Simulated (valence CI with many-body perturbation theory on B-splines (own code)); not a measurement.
# Cs41+: electric-dipole lines

Calculated by valence CI with perturbative core correlation (CI+MBPT): four valence electrons over a frozen Dirac-Fock core [Ne], radial functions for each j: 11 s, 11 p, 9 d, 7 f, 5 g, 2 h, 1 i, with the one-electron correlation potential Σ1, the two-electron term Σ2, the three-electron term Σ3, Breit, model QED; selected CI, second order for the rest (own B-spline code, finite nucleus).

The last digits are not significant, and no measured levels were compared; by estimate large intervals hold to a few tenths of a per cent, small ones and those within an open d or f shell to about a per cent.

Lines 201 to 217 of 217 in falling wavelength, among levels below 36.719 Ry, chosen from the strongest by gf and those to the six lowest levels. Wavelengths and rates use the calculated energies. Electric multipoles are in the length gauge, E1 and E2 with the static RPA response of the core. Weak lines are less certain than strong ones. Lines between different terms over intervals too small for the method are left out, as are lines whose strength nearly cancels. The highest levels of a list are the least certain.

Levels are named by their leading jj configuration (3d3/2^4 stands for four electrons in 3d with j = 3/2), which in mixed levels can hold well under half, so a name can repeat and another be missing. Letters in brackets count levels of one name in rising energy.

| λ vac (Å) | Upper | Lower | A (s⁻¹) | S (a.u.) with core polarisation | S without |
| --- | --- | --- | --- | --- | --- |
| 44.01 | (3s 3p1/2 3p3/2 3d5/2) J=3 [c] | (3s 3p1/2^2 3p3/2) J=2 | 6.70e+09 | 1.97e-03 | 2.01e-03 |
| 43.78 | (3s^2 3p3/2 3d5/2) J=1 | (3s^2 3p1/2 3p3/2) J=2 | 1.07e+10 | 1.33e-03 | 1.36e-03 |
| 43.63 | (3s 3p1/2 3p3/2 3d5/2) J=1 [b] | (3s 3p1/2^2 3p3/2) J=2 | 7.10e+09 | 8.74e-04 | 8.91e-04 |
| 42.79 | (3s^2 3p3/2 3d5/2) J=1 | (3s^2 3p1/2 3p3/2) J=1 | 1.71e+09 | 1.98e-04 | 2.02e-04 |
| 42.35 | (3s 3p1/2 3p3/2 3d5/2) J=1 [c] | (3s 3p1/2^2 3p3/2) J=2 | 1.56e+09 | 1.75e-04 | 1.78e-04 |
| 42.21 | (3s 3p1/2 3p3/2^2) J=1 [a] | (3s^2 3p1/2^2) J=0 | 8.61e+09 | 9.58e-04 | 9.76e-04 |
| 42.17 | (3s 3p1/2 3p3/2 3d5/2) J=3 [d] | (3s 3p1/2^2 3p3/2) J=2 | 1.02e+10 | 2.63e-03 | 2.68e-03 |
| 42.10 | (3s 3p1/2 3p3/2 3d5/2) J=2 [c] | (3s 3p1/2^2 3p3/2) J=2 | 1.16e+09 | 2.13e-04 | 2.17e-04 |
| 41.80 | (3s 3p3/2^3) J=2 | (3s^2 3p1/2 3p3/2) J=2 | 2.11e+09 | 3.80e-04 | 3.88e-04 |
| 41.26 | (3s 3p1/2 3p3/2 3d5/2) J=2 [d] | (3s 3p1/2^2 3p3/2) J=2 | 2.09e+10 | 3.63e-03 | 3.70e-03 |
| 40.89 | (3s 3p3/2^3) J=2 | (3s^2 3p1/2 3p3/2) J=1 | 9.78e+08 | 1.65e-04 | 1.68e-04 |
| 40.76 | (3s 3p1/2 3p3/2^2) J=1 [b] | (3s^2 3p1/2^2) J=0 | 3.10e+08 | 3.11e-05 | 3.18e-05 |
| 39.33 | (3s 3p3/2^3) J=1 | (3s^2 3p1/2 3p3/2) J=2 | 4.91e+08 | 4.43e-05 | 4.50e-05 |
| 38.53 | (3s 3p3/2^3) J=1 | (3s^2 3p1/2 3p3/2) J=1 | 3.50e+07 | 2.96e-06 | 3.04e-06 |
| 36.52 | (3s^2 3p3/2 3d3/2) J=1 | (3s^2 3p1/2^2) J=0 | 1.87e+08 | 1.35e-05 | 1.38e-05 |
| 33.45 | (3s^2 3p3/2 3d5/2) J=1 | (3s^2 3p1/2^2) J=0 | 1.58e+09 | 8.74e-05 | 8.92e-05 |
| 30.79 | (3s 3p3/2^3) J=1 | (3s^2 3p1/2^2) J=0 | 1.77e+08 | 7.64e-06 | 7.79e-06 |
